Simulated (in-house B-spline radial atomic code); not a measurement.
Configurations of the bromine ion Br⁵⁺, with energies counted from [Ar] 3d10 4s2. Method: Dirac-Hartree-Fock, average of configuration, Fermi nucleus of rms radius 4.1629 fm. Calculated with an all-electron radial atomic-structure program (B-spline basis). Energies include first-order Breit, QED and recoil terms.

Occupations are held fixed; configurations that lie above the ionisation limit could autoionise.

```
                               configuration  E - E(ref) (eV)  highest orbital  its <r> (bohr)
                      [Ar] 3d10 4s1 (6p1/2)1           63.027            6p1/2           5.385
              [Ar] (3d3/2)4 (3d5/2)5 4s2 5s1           108.08            5s1/2           2.919
         [Ar] (3d3/2)4 (3d5/2)5 4s2 (4f7/2)1           119.13            4f7/2           2.767
         [Ar] (3d3/2)4 (3d5/2)5 4s2 (8p1/2)1           139.97            8p1/2           10.99
     [Ne] 3s2 (3p1/2)2 (3p3/2)3 3d10 4s2 8s1           256.51            8s1/2           10.31
[Ne] 3s2 (3p1/2)1 (3p3/2)4 3d10 4s2 (7d5/2)1           262.58            7d5/2           9.123
[Ne] 3s2 (3p1/2)1 (3p3/2)4 3d10 4s2 (8p3/2)1           264.39            8p3/2           11.03
```

**Question.** Order these further configurations by energy, lowest first.
A. [Ar] 3d10 4s1 (7g7/2)1
B. [Ar] (3d3/2)4 (3d5/2)5 4s2 8s1
C. [Ar] 3d10 4s1 (4d5/2)1
D. [Ar] 3d10 4s1 (5g9/2)1
E. [Ar] (3d3/2)4 (3d5/2)5 4s2 (6f7/2)1

**Answer.** C (36.926 eV), D (65.667 eV), A (75.271 eV), E (136.87 eV), B (139.07 eV).

**Question.** How far above the reference does [Ne] 3s2 (3p1/2)1 (3p3/2)4 3d10 4s2 (7f5/2)1 lie?

**Answer.** 265.02 eV; its least bound orbital is 7f5/2 with <r> = 10.8 bohr.

**Question.** How far above the reference does [Ar] (3d3/2)4 (3d5/2)5 4s2 (5p1/2)1 lie?

**Answer.** 113.87 eV; its least bound orbital is 5p1/2 with <r> = 3.21 bohr.
